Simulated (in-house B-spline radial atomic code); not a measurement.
Values are calculated unless marked as measured or tabulated.
Making a Troullier-Martins s channel for Si, r_c = 2.04 bohr

Si, [Ne] 3s2 3p2, non-relativistic PBE, spherical and spin-unpolarised, from a B-spline radial code for spherical atoms (atomic units). The all-electron 3s level is ε = -0.395730 hartree, its outermost node lies just inside 0.73 bohr and its outer maximum at 1.80 bohr.

Inside r_c the pseudo-orbital is u(r) = r^1 exp(p(r)), with p = c0 + c2 r² + c4 r⁴ + … + c12 r¹². The seven coefficients follow from p and its first four derivatives at r_c, from zero curvature of the screened potential at the origin, c4 = −c2²/(2l + 5), and from the norm inside r_c. At r_c the all-electron orbital has P = 0.7164508, P' = -0.1578958, the screened potential V = -0.7340963, V' = 0.7258898, V'' = -0.9116657, and the norm inside is Q = 0.4949941.

Question: What are p, p' and p'' at r_c?

Answer: p = ln(P/r_c^1) = ln(0.7164508/2.04) = -1.04640. p' = P'/P − 1/r_c = -0.22039 − 0.49020 = -0.71058. The radial equation gives p'' = 2(V − ε) − 2(1) p'/r_c − p'² = -0.67673 − (-0.69665) − 0.50493 = -0.48501. Differentiating, p''' = 2V' + 2(1)p'/r_c² − 2(1)p''/r_c − 2p'p'' = 0.89651, and p'''' = 2V'' − 4(1)p'/r_c³ + 4(1)p''/r_c² − 2(1)p'''/r_c − 2p''² − 2p'p''' = -2.03.

For a trial c2 the five matching conditions are linear in c0, c6, c8, c10 and c12, and c2 is varied until the norm inside r_c equals Q. The root nearest zero gives:

```tsv
n	c_n
0	-1.219184
2	0.4463805
4	-0.03985112
6	-0.07756806
8	0.0282759
10	-0.00397072
12	0.000206214
```

Question: Check c4 and p(r_c), and find the screened pseudopotential at the origin.

Answer: −c2²/5 = -0.0398511, as listed. The terms c_n r_c^n are -1.21918, 1.85766, -0.69018, -5.59067, 8.48121, -4.95645, 1.07122, which sum to -1.04640. Inverting the radial equation, V_l(r) = ε + 1 p'/r + (p'' + p'²)/2, so V_l(0) = ε + (2l + 3) c2 = -0.39573 + 3 × (0.446381) = 0.9434 hartree, finite where the all-electron potential diverges.

Orbitals and screened potentials:

```tsv
r (bohr)	P	u	V all-electron	V pseudo
0.204	-0.1378	0.0614	-41.18	0.9404
0.51	-0.2696	0.1686	-9.654	0.8347
0.816	0.131	0.3132	-4.115	0.3517
1.122	0.4787	0.4962	-2.229	-0.5446
1.428	0.6709	0.6621	-1.416	-1.218
1.734	0.7361	0.7351	-1.007	-1.088
2.04	0.7165	0.7165	-0.7341	-0.7341
```

Logarithmic derivatives P'/P at R = 2.34 bohr, for energies E around ε:

```
E − ε (hartree)  all-electron     pseudo
           -0.5      0.593363    0.58948
          -0.25      0.194522   0.192711
           -0.1     -0.126124  -0.126609
              0     -0.395877  -0.395934
            0.1     -0.734295   -0.73522
           0.25      -1.46069   -1.47105
            0.5      -4.44237   -4.65656
```

Question: With P(R) = 0.6519485 and a norm of 0.6365618 inside R, what slope in energy does norm conservation fix?

Answer: d(P'/P)/dE = −2 × (norm inside R)/P(R)² = -2.9953 per hartree·bohr at E = ε, for both atoms, since orbital and norm agree at R. Differences over ±0.1 hartree give -3.0409 (all-electron) and -3.0431 (pseudo), which also hold third-order terms. Half a hartree below ε the two curves differ by -0.0039.
